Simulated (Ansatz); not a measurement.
```xyz
6

O    -1.4973   -0.1319    0.0131
H    -1.8792    0.6555   -0.0194
H    -0.5314    0.0418    0.0120
O     1.3951    0.2053   -0.0122
H     1.5683   -0.3698   -0.7470
H     1.5185   -0.3660    0.7501
```

Basis set: 6-31G (spherical functions). Correlated methods keep 2 orbitals frozen. Charge 0, multiplicity 1.

Computed with Ansatz (development build ahead of 0.2.0); each method stands on the lowest determinant of its kind that the runs found. Restricted open shells among the atoms or ions are ROHF, correlated in semicanonical orbitals with singles.

The atomization energy at this shape (free ground-state atoms in the same class of orbitals less the molecule, no zero-point energy) of singlet H₄O₂:

```json
{"method": "RHF-MP2", "atomization energy": "1503.2 kJ/mol"}
```

(1) What does RHF give?

## Answers

(1) 1104.6 kJ/mol.

This basis has no polarisation functions and is too small for such energies, which can lie far from measured ones in either direction.
